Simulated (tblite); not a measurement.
C6H11B.
Geometry (GFN2-xTB, Å), atoms numbered from 1 in this order:
```
atom  x, y, z in Å
B1    -1.453   -1.510    0.441
C2    -0.558   -0.398   -0.156
C3     0.509   -0.712   -1.229
C4     1.635   -0.275   -0.282
C5     0.610    0.080    0.796
C6     0.077    1.512    0.737
C7    -1.034    1.072   -0.226
H8    -2.378   -1.231    1.103
H9    -1.161   -2.635    0.305
H10    0.550   -1.763   -1.506
H11    0.416   -0.116   -2.135
H12    2.238    0.566   -0.626
H13    2.300   -1.087    0.006
H14    0.767   -0.347    1.784
H15   -0.295    1.873    1.694
H16    0.782    2.241    0.339
H17   -2.039    1.225    0.163
H18   -0.976    1.510   -1.221
```

Level: GFN2-xTB in tblite, geometry and Hessian alike; calculated harmonic values, unscaled, isolated species. Against measured fundamentals such values can be off by several per cent, at times by over 20. Modes of hydrogen on boron can be 10 to 20 % off. One conformer, not necessarily the lowest.

Harmonic wavenumbers (cm⁻¹): 62.3, 154.7, 179.7, 310.6, 364.9, 385.6, 626.4, 653.4, 788.4, 791.9, 817.7, 823.6, 873.2, 908.7, 916.9, 950.1, 1010.3, 1026.3, 1056.8, 1066.1, 1100.0, 1113.4, 1156.6, 1176.5, 1184.3, 1194.1, 1198.6, 1252.3, 1252.5, 1254.6, 1268.1, 1293.8, 1302.9, 1464.2, 1477.7, 1479.2, 1495.0, 2630.0, 2659.3, 2979.9, 2981.4, 2988.9, 2996.7, 3001.9, 3006.1, 3009.7, 3015.9, 3016.9.

A = 3406, B = 3328, C = 2354 MHz; mass 94.095 u (most abundant isotopes); point group Cs, symmetry number 1.

Q: Zero-point energy?

A: Half the sum of the wavenumbers: 33859 cm⁻¹ = 96.81 kcal/mol.

Q: Give the ideal-gas entropy at 273.15 K and 1 bar in the rigid-rotor, harmonic-oscillator model (classical rotation).

A: Translation 39.13, rotation 26.63, vibration 14.09: S = 79.9 cal/(mol K).

Q: And Cp and H(273.15 K) − H(0)?

A: Cp = 26.50 cal/(mol K), of which vibrations give 18.55 (their classical limit is 48 R = 95.4); H(273.15 K) − H(0) = 4.36 kcal/mol without the zero-point energy, 2.18 from vibrations.

Q: Which modes carry the vibrational entropy at 273.15 K?

A: 62.3 cm⁻¹: 4.21; 154.7 cm⁻¹: 2.45; 179.7 cm⁻¹: 2.17; 310.6 cm⁻¹: 1.22; 364.9 cm⁻¹: 0.97; 385.6 cm⁻¹: 0.89 cal/(mol K); the other 42 give 2.19 together.

Q: What must be added to the electronic energy to get the Gibbs energy at 273.15 K and 1 bar?

A: ZPE + [H(273.15 K) − H(0)] − T·S = 96.81 + 4.36 − 21.81 = 79.36 kcal/mol.

Q: How do the functions run with temperature in this model?

A: 
```tsv
T (K)	S (cal/(mol K))	Cp (cal/(mol K))	H − H(0) (kcal/mol)	G − H(0) (kcal/mol)	ln q(vib)
150	67.6	16.3	1.77	-8.36	1.37
250	77.6	24.2	3.77	-15.63	2.73
298.15	82.3	29.1	5.05	-19.48	3.44
400	92.3	39.6	8.55	-28.37	5.08
600	111.8	56.3	18.25	-48.80	8.69
900	137.8	72.0	37.70	-86.34	14.42
```

q(vib) and H(0) count from the zero-point level.

Q: Blend soft modes into free rotors: weight 1/[1 + (100 cm⁻¹/ν̃)⁴] for the oscillator and the rest for a rotor with moment μB/(μ + B), μ = h/(8π²ν), B = 10⁻⁴⁴ kg m². What vibrational entropy results?

A: 13.24 cal/(mol K) in place of 14.09, which changes −T·S at 273.15 K by +0.23 kcal/mol.

Hindered rotation and anharmonicity are outside this model. Other conformers, if any are populated, would add a mixing term that is left out.
